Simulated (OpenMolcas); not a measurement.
Cr4+: moving or changing the point charges

Cr4+ among 6 point charges of -1 e arranged as an octahedron (Oh), 2.15 Å from the ion.
```
   2.1500    0.0000    0.0000  -1.00
   0.0000    2.1500    0.0000  -1.00
  -2.1500    0.0000    0.0000  -1.00
   0.0000   -2.1500    0.0000  -1.00
   0.0000    0.0000    2.1500  -1.00
   0.0000    0.0000   -2.1500  -1.00
```

```yaml
Program: OpenMolcas 26.06
Method: CASSCF
Basis: ANO-RCC-VDZP [5s4p2d1f]
Scalar_Hamiltonian: DKH2, point nucleus
Active_space: 2 electrons in 5 orbitals (3d)
State_averaging: 2S+1 = 3 even, 10 roots; 2S+1 = 1 even, 15 roots
Spin-orbit_coupling: RASSI with atomic mean-field integrals over the reference wave functions
```

Runs around this geometry, states (labels of O, the rotations of Oh). Energies in cm-1 above the lowest state or level, χT in cm3 K/mol; under a threefold ground state the first gap can be a small split of the lowest multiplet, not the spin-orbit step; 10Dq and B are least-squares fits to the states below 45000 cm-1, weighted by degeneracy, with a free offset, and given where the rms deviation is under 5 % of |10Dq| (or 100 cm-1) and under 700 cm-1.

```csv
R (Å),q (e),Ground state,First state of that spin,10Dq,B (rms of fit),First gap with spin-orbit (degeneracies),χT at 300 K,First state of another spin
2.15,-0.65,3T1,3T2 593.3,743,1271 (37),"133.4 (2, 3)",0.577,1T2 16235
2.01,-1,3T1,3T2 1277,1590,1272 (36),"111.2 (2, 3)",0.573,1T2 16480
2.15,-1,3T1,3T2 914.4,1141,1272 (36),"125.8 (2, 3)",0.571,1T2 16357
2.35,-1,3T1,3T2 586.5,735,1272 (37),"133.4 (2, 3)",0.577,1T2 16234
```

Taking |10Dq| as R^-n, n = -ln(735 / 1590) / ln(2.35 / 2.01) = 4.9 between the shortest and longest distance. The point-charge formula for a cubic d site gives n = 5.

Scaling the charges by -0.65 / -1 = 0.65 scales |10Dq| by 743 / 1141 = 0.65; with fixed orbitals a first-order splitting would follow the charge.

An orbital triplet at a regular site is open to Jahn-Teller coupling, which can distort the site and quench the lowest spin-orbit gaps and is left out. Without dynamic correlation the repulsion within the d shell is too large (B by tens of per cent), so at a given field states of lower spin stand too high. The ground term spreads over less than 5000 cm-1, several times less than with real ligands, so orbital moments are less quenched and χT lies further from the spin-only value than at real sites. This field is weak: 10Dq is about 743 cm-1, while octahedral complexes of 3d ions of charge 3 and more, computed by the same method with explicit ligands, had a median near 15000 cm-1. Ground spin and moment need not be those of a real site (figures for R = 2.15, q = -0.65; the like holds for R = 2.01, q = -1, R = 2.15, q = -1, R = 2.35, q = -1). This is an electrostatic model: the charges have no orbitals. No measured value stands beside these numbers.
